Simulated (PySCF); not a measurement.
**Trend along the alkali metals: MPb molecules**

PBE0 with double-zeta basis sets in PySCF, for the lowest determinant that a PBE0 search found; no spin–orbit coupling. De refers to high-spin ground-configuration atoms. A positive dipole means M(−)Pb(+).

| M | basis | state (unpaired electrons) | Re (Å) | ωe (cm⁻¹) | De (eV) | μ (D) |
| --- | --- | --- | --- | --- | --- | --- |
| Li | cc-pVDZ/cc-pVDZ-PP | quartet (σ ↑, π ↑↑) | 2.646 | 340 | 1.34 | -5.13 |
| Na | def2-SVP | quartet (σ ↑, π ↑↑) | 2.968 | 165 | 1.06 | -6.59 |
| K | def2-SVP | quartet (σ ↑, π ↑↑) | 3.326 | 122 | 1.19 | -9.23 |
| Cs | def2-SVP | quartet (σ ↑, π ↑↑) | 3.627 | 74.8 | 1.30 | -10.37 |

Question: The row for M = Rb is missing. Estimate Re, ωe and De as the mean of the rows for K and Cs, and compare with the calculation.

Answer: The means are 3.476 Å, 98.4 cm⁻¹ and 1.25 eV. PBE0 in def2-SVP gives RbPb as a quartet (σ ↑, π ↑↑) with Re = 3.489 Å, ωe = 86.7 cm⁻¹, De = 1.17 eV, so the estimate is off by -1.3 pm, +13 % and +0.07 eV.

The rows differ in basis set, which adds steps of its own.

Spin–orbit coupling is left out, which matters for elements this heavy, above all for dissociation energies. States were picked by a PBE0 search and need not be the measured ground states.
